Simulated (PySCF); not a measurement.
Mg(I)(OSiH3) (H3IMgOSi), SMILES [I][Mg][O][SiH3].

The structure is a stationary point at B3LYP-D3(BJ)/def2-SVP. The structure was generated by enumeration; whether it is a known compound was not checked. The def2 effective core potentials stand for the cores of I; spin–orbit coupling is left out. The values are those of a single conformer.

Method: PySCF with HF/def2-TZVP.

Symmetry labels are those of the subgroup Cs that the program uses (full group C3v).

List the valence orbital energies around the gap with their symmetry. (Estimate from the structure and the level; the computed values follow.)


```csv
orbital,symmetry,energy (eV)
HOMO−7,A',-15.35
HOMO−6,A',-14.24
HOMO−5,A",-14.24
HOMO−4,A",-11.83
HOMO−3,A',-11.83
HOMO−2,A',-11.41
HOMO−1,A',-10.17
HOMO,A",-10.17
LUMO,A',0.56
LUMO+1,A',1.96
LUMO+2,A",1.96
LUMO+3,A',3.62
```
